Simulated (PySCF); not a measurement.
# Where the electron goes

Compound: C₇H₇NO.
Z-matrix (Å and degrees, GFN2-xTB geometry), rows numbered from 1:
```
O 
C   1  1.2016
N   2  1.3590  1  126.00
C   3  1.3822  2  124.40  1     0.19
C   4  1.3364  3  134.78  2  -177.82
C   5  1.5130  4   93.50  3  -177.26
C   6  1.5149  5  114.00  4    83.26
C   7  1.3285  6   94.39  5   -83.57
C   4  1.5089  3  130.26  2     5.52
H   2  1.1073  1  122.93  3  -179.96
H   3  1.0105  2  119.22  1  -178.61
H   5  1.0727  4  134.99  3    -1.19
H   6  1.0833  5  119.07  4  -127.28
H   7  1.0737  6  130.54  5    94.18
H   8  1.0728  7  135.46  6   177.39
H   9  1.0818  4  119.06  3   -54.37
```

Method: TDDFT PBE0/def2-SVPD, vertical, gas phase, core orbitals frozen in the response (PySCF).

Frontier orbitals with the atoms that hold most of them (Löwdin shares over 4%, at most four atoms; ? is withheld):

```json
{"orbital": "HOMO-3", "ε (eV)": "-8.92", "atoms": "C9 20%, C6 19%, C8 15%, C5 9%"}
{"orbital": "HOMO-2", "ε (eV)": "-7.81", "atoms": "O1 63%, C2 13%, H10 8%, N3 6%"}
{"orbital": "HOMO-1", "ε (eV)": "-7.36", "atoms": "?"}
{"orbital": "HOMO", "ε (eV)": "-6.46", "atoms": "?"}
{"orbital": "LUMO", "ε (eV)": "-0.66", "atoms": "C2 18%, C5 16%, O1 13%, C4 13%"}
{"orbital": "LUMO+1", "ε (eV)": "0.27", "atoms": "C7 20%, C8 20%, C2 13%, O1 10%"}
{"orbital": "LUMO+2", "ε (eV)": "0.47", "atoms": "H11 27%, C2 22%, N3 12%, H10 11%"}
```

(1) Give the leading atoms of the HOMO.

(2) Give the leading atoms of the HOMO-1.

(3) The HOMO–LUMO gap is 5.81 eV. Where does the response calculation put the lowest singlet, and from which orbitals?

(4) Give energy, strength and leading configuration of S1 and S2, and follow the Löwdin shares of the leading atoms from the occupied to the empty orbital.

Answers

(1) C5 (bonded to 2 C and H) 29%; C4 (bonded to 2 C and N) 19%; N3 (bonded to 2 C and H) 15%; C7 (bonded to 2 C and H) 9%. By element: carbon 57% or more, nitrogen 15%.

(2) C7 (bonded to 2 C and H) 28%; C8 (bonded to 2 C and H) 28%; C6 (bonded to 3 C and H) 12%; C9 (bonded to 3 C and H) 10%.

(3) S1 is at 4.89 eV (f = 0.085), 0.91 eV below the gap, made of HOMO→LUMO (88%). Without the coupling terms of the response equations the lowest excitation would equal the gap.

(4) 
- S1 (4.89 eV, f 0.085), HOMO→LUMO (88%): C5 29% → 16%, C4 19% → 13%, C2 at most 9% → 18%
- S2 (5.30 eV, f 0.0017), HOMO-2→LUMO (78%): O1 63% → 13%, C2 13% → 18%, C5 at most 6% → 16%

One conformer stands for the species.
